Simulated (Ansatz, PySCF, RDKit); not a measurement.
Dimer: N2 (SMILES N#N) (first 2 atoms) with AsH3 (SMILES [AsH3]); geometry from B3LYP-D3(BJ)/def2-TZVP.
(charge 0, multiplicity 1):
```
atom    x (Å)    y (Å)    z (Å)
----  -------  -------  -------
N      0.2416  -0.2329  -1.0082
N      0.4601  -0.6963  -0.0452
As    -0.3685   0.0808   3.2832
H      1.1162  -0.2562   3.3540
H     -0.7518  -1.3874   3.1392
H     -0.5133   0.0315   4.8011
```

Monomers are frozen at their geometry in the pair; levels with a basis set take the counterpoise correction. Rows marked so take none. RDKit's UFF carries no charges.

Rows in 6-31G* carry no dispersion term and start afresh at each structure (6-31G* with six Cartesian d functions); the Pople sets are all-electron and without relativity. MP2/6-31G* freezes PySCF's default core, which leaves 3d correlated.

Run with Ansatz (a program for electronic structure) with Gaussian orbitals; PySCF for 6-31G* rows, the dispersion terms; RDKit for the force fields. Each number belongs to the level named beside it.

One of these levels gives -1.1 kJ/mol for the interaction energy. Which one is it?
A. UFF
B. HF/aug-cc-pVTZ
C. MP2/6-31G* (no counterpoise)
D. BHLYP-D4/def2-TZVPPD

A, UFF. The others give 2.2 (HF/aug-cc-pVTZ), -2.6 (BHLYP-D4/def2-TZVPPD), -3.9 (MP2/6-31G* (no counterpoise))
